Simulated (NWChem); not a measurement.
SiHBrClF; SMILES F[SiH](Cl)Br

```xyz
5

Si    -0.4701     0.5596     0.4306
F     -1.8295     0.8136    -0.3935
Cl     0.8809     1.9809    -0.1314
Br     0.2761    -1.4438    -0.0698
H     -0.7583     0.6578     1.8735
```
Atoms are numbered in this order, from 1.

Level: PBE0/def2-SVP (NWChem), optimised geometry, unscaled harmonic frequencies. This build's default masses of Se (78.918 u) and Br (79.917 u) are each other's, which moves their modes by up to 0.6 %.

```
frequency (cm⁻¹)  IR intensity (km/mol)
----------------  ---------------------
150                                 1.3
215                                 5.8
279                                14.5
450                                61.8
595                               129.7
799                               217.5
819                                45.7
934                               173.9
2334                               70.2
```

```json
{
 "zero_point_energy": "9.4 kcal/mol",
 "thermal correction to the enthalpy at 298.15 K (with zero-point energy)": "13.2 kcal/mol",
 "heat capacity Cv": "15.5 cal/(mol K)",
 "entropy at 298.15 K and 1 atm (symmetry number 1)": "77.3 cal/(mol K)",
 "dipole_moment": "1.16 D"
}
```

Rigid rotor and harmonic oscillator.
